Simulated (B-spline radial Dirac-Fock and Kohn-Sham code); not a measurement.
# Binding energies of Ho

System: atomic holmium in the configuration [Xe] 4f11 6s1 6p1 (an excited configuration); nuclear rms radius 5.2022 fm (A = 165).

The run's input, task.json:

```json
{"items": [{
  "Z": 67,
  "q": 0,
  "cfg": [[1, 0, 2], [2, 0, 2], [2, 1, 6], [3, 0, 2], [3, 1, 6], [3, 2, 10], [4, 0, 2], [4, 1, 6], [4, 2, 10], [4, 3, 11], [5, 0, 2], [5, 1, 6], [6, 0, 1], [6, 1, 1]],
  "A": 165,
  "rrms": 5.2022,
  "do": ["binding"]
}]}
```

Run with: `python xray_run.py task.json out`

The computed values come from a radial finite-basis atomic code: Dirac-Fock ΔSCF + Breit + QED. No correlation. Energies are counted from the vacuum level. Subshells whose hole state is unreliable or did not converge are left out.

All terms are in eV, carry their sign (relaxation lowers the binding energy) and add up to the binding energy; ⟨r⟩ is the mean radius of the orbital in the initial state.

| subshell | −ε (Koopmans) | relaxation | Gaunt | retardation | QED | binding energy | ⟨r⟩ (bohr) |
| --- | --- | --- | --- | --- | --- | --- | --- |
| K (1s) | 55952.5 | -83.76 | -181.09 | 15.98 | -85.78 | 55617.9 | 0.021 |
| L1 (2s) | 9483.1 | -50.16 | -18.92 | 1.28 | -11.94 | 9403.4 | 0.087 |
| L2 (2p1/2) | 9004.0 | -54.26 | -32.87 | 3.60 | 0.32 | 8920.8 | 0.073 |
| L3 (2p3/2) | 8144.9 | -51.91 | -23.04 | 4.67 | -0.96 | 8073.6 | 0.080 |
| M1 (3s) | 2172.4 | -28.90 | -3.24 | 0.18 | -2.69 | 2137.7 | 0.229 |
| M2 (3p1/2) | 1963.0 | -29.70 | -5.85 | 0.58 | 0.02 | 1928.0 | 0.219 |
| M3 (3p3/2) | 1780.2 | -28.54 | -3.87 | 0.83 | -0.23 | 1748.4 | 0.232 |
| M4 (3d3/2) | 1426.2 | -30.79 | -2.36 | 0.19 | 0.22 | 1393.5 | 0.205 |
| M5 (3d5/2) | 1386.7 | -30.35 | -1.53 | 0.21 | 0.11 | 1355.1 | 0.209 |
| N1 (4s) | 455.9 | -12.99 | -0.65 | 0.04 | -0.62 | 441.6 | 0.519 |
| N2 (4p1/2) | 371.2 | -12.64 | -1.17 | 0.12 | 0.01 | 357.5 | 0.530 |
| N3 (4p3/2) | 329.9 | -11.75 | -0.71 | 0.18 | -0.04 | 317.5 | 0.559 |
| N4 (4d3/2) | 189.7 | -11.01 | -0.29 | 0.02 | 0.05 | 178.5 | 0.592 |
| N5 (4d5/2) | 182.0 | -10.69 | -0.13 | 0.03 | 0.03 | 171.3 | 0.603 |
| N6,7 (4f) | 14.63 | -7.79 | 0.13 | -0.02 | 0.02 | 6.98 | 0.820 |
| O2 (5p1/2) | 37.41 | -2.56 | -0.12 | 0.01 | 0.01 | 34.76 | 1.464 |
| O3 (5p3/2) | 32.09 | -2.29 | -0.06 | 0.02 | 0.00 | 29.77 | 1.568 |
| P1 (6s) | 6.59 | -0.27 | 0.00 | 0.00 | -0.01 | 6.31 | 4.165 |
| P2,3 (6p) | 3.27 | -0.06 | 0.00 | 0.00 | 0.00 | 3.21 | 6.073 |

For the deepest level, K (1s), the Breit terms make up -0.297 % of the binding energy, QED -0.154 % and orbital relaxation -0.151 %.

Spin-orbit splittings: 2p 847.1 eV, 3p 179.7 eV, 3d 38.31 eV, 4p 39.98 eV, 4d 7.20 eV, 5p 4.99 eV.
